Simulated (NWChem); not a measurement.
# Atomisation of AsGa

SMILES: [Ga]=[As]
```xyz
2

Ga     0.0000     0.0000     1.3310
As     0.0000     0.0000    -1.2503
```
Charge 0, spin multiplicity 3.

All runs are NWChem calculations. The geometry was optimised at UPBE/def2-SVP, a minimum by its harmonic frequencies.

Basis set: def2-TZVP. The atomisation energy is electronic alone: no zero-point, thermal, spin-orbit or counterpoise terms. No value is extrapolated to the basis-set limit. Free atoms are single determinants with multiplicities Ga 2, As 4. Correlated methods freeze the same cores in atoms and molecule, 18 orbitals in all.

The Hamiltonian is non-relativistic. B3LYP has NWChem's definition, with VWN1-RPA local correlation. This spin state was chosen for the runs; another may lie lower. The structure started from a generated list of species. The unpaired electrons of the parent sit in orbitals of symmetry a1 and b2 (C2v labels of the run); other states weren't searched. No SCF solution was tested for a lower state. Open-shell Hartree-Fock references start from PBE0 orbitals.

Problem. For the atomisation energy, B3LYP gives 40.8 kcal/mol and PBE0 gives 39.3 kcal/mol. What do M06-2X, HF, MP2 give?

Solution. M06-2X: 38.4 kcal/mol; HF: 7.1 kcal/mol; MP2: 31.4 kcal/mol.
